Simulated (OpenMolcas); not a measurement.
# Te II: effect of the active space

| Quantity | Value |
| --- | --- |
| Program | OpenMolcas 26.06 |
| Method | CASSCF |
| Basis | ANO-RCC-VQZP |
| Scalar Hamiltonian | DKH3, point nucleus |
| Spin-orbit coupling | RASSI with atomic mean-field integrals over the reference wave functions, term energies averaged over their components |

A. 3 electrons in 3 orbitals (5p); 2S+1 = 4 odd, 1 root; 2S+1 = 2 odd, 8 roots; cost about 4 core-seconds
B. 5 electrons in 8 orbitals (5s 5p 6s 6p); 2S+1 = 4 odd, 1 root; 2S+1 = 2 odd, 8 roots; 2S+1 = 4 even, 3 roots; 2S+1 = 2 even, 5 roots (0 in the spin-orbit step); cost of the order of 25 core-seconds

Energies in cm⁻¹ above 5s² 5p³ ⁴S°_3/2, the measured ground level; measured values from NIST Handbook of Basic Atomic Spectroscopic Data.

| Level | A | B | Measured |
| --- | --- | --- | --- |
| 5s² 5p³ ⁴S°_3/2 | 0.0 | 0.0 | 0.0 |
| 5s² 5p³ ²D°_3/2 | 14464 | 13686 | 10222 |
| 5s² 5p³ ²D°_5/2 | 16162 | 16004 | 12422 |
| 5s² 5p³ ²P°_1/2 | 26338 | 22079 | 20547 |
| 5s² 5p³ ²P°_3/2 | 28754 | 25072 | 24032 |

Deviations, from unrounded energies. A percentage is the sum of absolute deviations over the sum of measured energies, with the sign that they share, or ± where signs differ.

```tsv
Against measurement	Levels	A	B
mean absolute deviation (cm-1)	4	4600	2400
other terms of the ground configuration (%)	4	+27.5	+14.3
```

B lies closest to measurement on these levels. The largest miss of B in the table is 5s² 5p³ ²D°_5/2, by +3600 cm-1. The ranking rests on the paired levels alone, and a cruder setting can come out closer through cancelling errors.

Between A and B the level of the table that moves most is 5s² 5p³ ²P°_1/2, by 4300 cm-1 (lowest in B, highest in A).

With the s shell closed, the reference lacks s² → p² mixing (holds for A). Some high roots are left out of the spin-orbit mixing, which shifts the levels that they would mix with (holds for B). Active for correlation alone: 6p 6s; no level in the range computed is led by a configuration that fills them, so any true level of that kind is missing (holds for B). Computed and measured levels are paired by configuration, term and J; levels that our copy of the source lacks, or whose pairing is in doubt (as where it misses far off the trend of its configuration), stay unpaired and out of the deviations. Only configurations of the active space appear. Levels that lie high or do not pair safely by name in every column are left out.

° marks odd parity.
